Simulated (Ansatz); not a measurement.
diphenyliodonium, `c1ccc([I+]c2ccccc2)cc1`. Total charge 1; singlet. Geometry PBE-D4/def2-SVP.

```xyz
23

C     0.580    0.451   -3.713
C     1.694    0.457   -2.859
C     1.589    0.966   -1.553
C     0.336    1.450   -1.156
I     0.126    2.188    0.848
C    -0.233    0.318    1.839
C     0.824   -0.253    2.558
C     0.581   -1.489    3.183
C    -0.675   -2.106    3.075
C    -1.709   -1.499    2.343
C    -1.502   -0.260    1.713
C    -0.798    1.466   -1.977
C    -0.658    0.951   -3.277
H     0.678    0.054   -4.735
H     2.665    0.070   -3.205
H     2.461    0.979   -0.885
H     1.807    0.232    2.641
H     1.388   -1.964    3.761
H    -0.853   -3.072    3.570
H    -2.695   -1.981    2.263
H    -2.313    0.223    1.150
H    -1.764    1.866   -1.636
H    -1.529    0.950   -3.950
```

In the def2 sets I takes a core potential; there is no spin–orbit coupling.

Task: Estimate the orbital energies around the gap (eV) in Ansatz with PBE-D4/def2-SVP, PBE-D4/def2-TZVP, r2SCAN-D4/def2-TZVP, r2SCANh-D4/def2-TZVP, PBE0-D4/def2-SVP.

Result: 
```
orbital  PBE-D4/def2-SVP  PBE-D4/def2-TZVP  r2SCAN-D4/def2-TZVP  r2SCANh-D4/def2-TZVP  PBE0-D4/def2-SVP
HOMO−13           -14.29            -14.28               -14.71                -15.30            -15.98
HOMO−12           -14.26            -14.22               -14.63                -15.18            -15.85
HOMO−11           -14.09            -14.04               -14.43                -14.96            -15.60
HOMO−10           -13.21            -13.21               -13.56                -14.10            -14.71
 HOMO−9           -13.12            -13.12               -13.47                -14.00            -14.60
 HOMO−8           -12.39            -12.38               -12.72                -13.27            -13.94
 HOMO−7           -12.34            -12.33               -12.67                -13.22            -13.89
 HOMO−6           -12.27            -12.24               -12.55                -13.06            -13.70
 HOMO−5           -12.26            -12.23               -12.54                -13.04            -13.66
 HOMO−4           -11.60            -11.57               -11.87                -12.33            -12.91
 HOMO−3           -10.57            -10.57               -10.76                -11.14            -11.62
 HOMO−2           -10.39            -10.40               -10.58                -10.95            -11.41
 HOMO−1           -10.35            -10.35               -10.53                -10.90            -11.37
   HOMO           -10.32            -10.32               -10.50                -10.87            -11.33
   LUMO            -6.80             -6.80                -6.66                 -6.36             -5.99
 LUMO+1            -6.48             -6.50                -6.33                 -6.01             -5.63
 LUMO+2            -5.32             -5.39                -5.21                 -4.87             -4.43
 LUMO+3            -5.27             -5.38                -5.19                 -4.86             -4.36
 LUMO+4            -5.10             -5.16                -4.97                 -4.62             -4.15
 LUMO+5            -4.99             -5.05                -4.85                 -4.50             -4.05
```
